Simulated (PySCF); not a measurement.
## Polarisability and C₆ of Bi(3+) (bismuth, charge +3)

[Xe] 4f14 5d10 6s2, closed-shell 1S. Computed with PySCF 2.14 in aug-cc-pwCVTZ-DK3, with the spin-free X2C one-electron Hamiltonian (Gaussian nucleus). Coupled (time-dependent) response in atomic units; α is the mean over directions.

| method | mean α (bohr³) | C₆ (like pair) | S(−4) |
| --- | --- | --- | --- |
| BLYP | 9.547 | 58.12 | 23.40 |

S(−4) is the Cauchy moment in α(ω) = α(0) + S(−4) ω² + …

α(iu) at BLYP:

```csv
u (hartree),α(iu) (bohr³)
0,9.547
0.0500,9.489
0.100,9.321
0.200,8.726
0.300,7.945
0.500,6.393
0.750,4.944
1.00,3.970
1.50,2.780
2.00,2.075
3.00,1.280
5.00,0.6153
```

For an ion, C₆ is the dispersion term alone; charge-induced terms of lower order in 1/R come first.

Spin-orbit coupling, which splits the p, d and f shells strongly at this Z, is absent.
